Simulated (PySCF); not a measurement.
Identify the unknown among the candidates.

All candidates are C9H12P (charge -1).

| technique | computed result |
| --- | --- |
| 13C NMR | chemical shifts (computed TMS as zero) by class: 147.8 (1 C), 145.1 (1 C), 143.7 (1 C), 125.7 (1 C), 121.1 (1 C), 90.7 (1 C), 20.6 (1 C), 15.7 (1 C), 14.8 (1 C) ppm [GIAO PBE0/pcSseg-1] |
| NMR, other nuclei | isotropic shieldings of nuclei other than C and H, by class: 233 (1 P) ppm [GIAO PBE0/pcSseg-1] |
| 1H NMR | chemical shifts (computed TMS as zero) by class: 6.95 (1 H), 5.54 (1 H), 3.67 (1 H), 2.39 (3 H), 2.12 (3 H), 2.10 (3 H) ppm [GIAO PBE0/pcSseg-1] |
| Rotational structure | rotational constants A, B, C: 1.703, 0.986, 0.632 GHz [GFN2-xTB] |

The electronic properties come from PySCF, for the isolated species, density fitting. Levels stand in brackets. One conformer (not necessarily the lowest) at the GFN2-xTB geometry, without solvent, vibrations or thermal averaging. GFN2-xTB frequencies show an imaginary mode (52i cm⁻¹), so this geometry is no minimum at that level. No diffuse functions stand in pcSseg-1, which bears on an anion's orbital energies. Each NMR value is the plain mean over a class of atoms that symmetry, rotation or inversion makes alike.

Question: Which candidate is it?
A. `C=Cc1[p-]c(C)c(C)c1C`
B. `CCC[P-]c1ccccc1`
C. `C=Cc1c[p-]cc1C(C)C`
D. `C=Cc1[p-]cc(C)c1CC`
E. `C=Cc1[p-]c(CC)cc1C`

Answer: A. It is `C=Cc1[p-]c(C)c(C)c1C`. Numbering: `[CH2:1]=[CH:2][c:3]1[p-:4][c:5]([CH3:6])[c:7]([CH3:8])[c:9]1[CH3:10]`. 9 carbons fall into 9 classes; from least to most shielded: substituted aromatic carbon [C5] (147.8 ppm), substituted aromatic carbon [C3] (145.1 ppm), alkene CH carbon [C2] (143.7 ppm), substituted aromatic carbon [C9] (125.7 ppm), substituted aromatic carbon [C7] (121.1 ppm), terminal =CH2 carbon [C1] (90.7 ppm), benzylic-type carbon [C6] (20.6 ppm), benzylic-type carbon [C8] (15.7 ppm), benzylic-type carbon [C10] (14.8 ppm). Hydrogen classes from least to most shielded: 1 H on an alkene CH carbon, C2 (6.95 ppm), 1 H on a terminal =CH2 carbon, C1 (5.54 ppm), 1 H on a terminal =CH2 carbon, C1 (3.67 ppm), 3 H on a benzylic-type carbon, C6 (2.39 ppm), 3 H on a benzylic-type carbon, C10 (2.12 ppm, a mean of values up to 0.6 ppm apart in this geometry), 3 H on a benzylic-type carbon, C8 (2.10 ppm). The other shieldings belong to: 233 ppm, phosphorus bonded to 2 C [P4]. By its constants the optimised geometry is an asymmetric top.

The others, at the same levels:
- `CCC[P-]c1ccccc1` fails: it has 7 carbon classes against 9; its computed 13C shifts are 179.3 (1 C), 129.2 (2 C), 126.4 (2 C), 106.7 (1 C), 33.4 (1 C), 27.2 (1 C), 20.0 (1 C) ppm, 1H shifts are 6.56 (2 H), 6.19 (2 H), 5.29 (1 H), 1.58 (2 H), 1.34 (2 H), 0.81 (3 H) ppm and rotational constant A is 2.243 GHz (against 1.703 GHz).
- `C=Cc1[p-]cc(C)c1CC` fails: its computed 13C shifts are 149.1 (1 C), 144.0 (1 C), 139.7 (1 C), 133.1 (1 C), 121.3 (1 C), 91.8 (1 C), 24.6 (1 C), 20.6 (1 C), 20.0 (1 C) ppm, 1H shifts are 6.95 (1 H), 6.76 (1 H), 5.74 (1 H), 3.78 (1 H), 2.57 (2 H), 2.23 (3 H), 0.82 (3 H) ppm and rotational constant A is 1.440 GHz (against 1.703 GHz).
- `C=Cc1c[p-]cc1C(C)C` fails: it has 8 carbon classes against 9; its computed 13C shifts are 140.0 (1 C), 138.0 (1 C), 135.5 (1 C), 128.8 (1 C), 124.6 (1 C), 90.8 (1 C), 31.5 (1 C), 28.0 (2 C) ppm, 1H shifts are 7.77 (1 H), 6.72 (1 H), 6.45 (1 H), 4.90 (1 H), 3.97 (1 H), 2.97 (1 H), 1.12 (6 H) ppm and rotational constant A is 1.312 GHz (against 1.703 GHz).
- `C=Cc1[p-]c(CC)cc1C` fails: its computed 13C shifts are 161.9 (1 C), 146.7 (1 C), 144.4 (1 C), 127.8 (1 C), 120.9 (1 C), 90.9 (1 C), 32.9 (1 C), 26.2 (1 C), 17.6 (1 C) ppm, 1H shifts are 6.91 (1 H), 6.18 (1 H), 5.46 (1 H), 3.70 (1 H), 2.60 (2 H), 2.26 (3 H), 1.05 (3 H) ppm and rotational constant A is 1.934 GHz (against 1.703 GHz).

Each candidate is one conformer, not necessarily the lowest. Dipoles, sizes and rotational constants follow the conformer. The torsions of the flexible species, by atom-mapped SMILES:
- `[CH2:1]=[CH:2][c:3]1[p-:4][c:5]([CH3:6])[c:7]([CH3:8])[c:9]1[CH3:10]`: C1–C2–C3–P4 -3°
- `[CH3:1][CH2:2][CH2:3][P-:4][c:5]1[cH:6][cH:7][cH:8][cH:9][cH:10]1`: C1–C2–C3–P4 180°, C2–C3–P4–C5 -77°, C3–P4–C5–C6 -3°
- `[CH2:1]=[CH:2][c:3]1[p-:4][cH:5][c:6]([CH3:7])[c:8]1[CH2:9][CH3:10]`: C1–C2–C3–P4 3°, C6–C8–C9–C10 -95°
- `[CH2:1]=[CH:2][c:3]1[cH:4][p-:5][cH:6][c:7]1[CH:8]([CH3:9])[CH3:10]`: C1–C2–C3–C4 0°, C6–C7–C8–C9 91°
- `[CH2:1]=[CH:2][c:3]1[p-:4][c:5]([CH2:6][CH3:7])[cH:8][c:9]1[CH3:10]`: C1–C2–C3–P4 0°, P4–C5–C6–C7 -97°
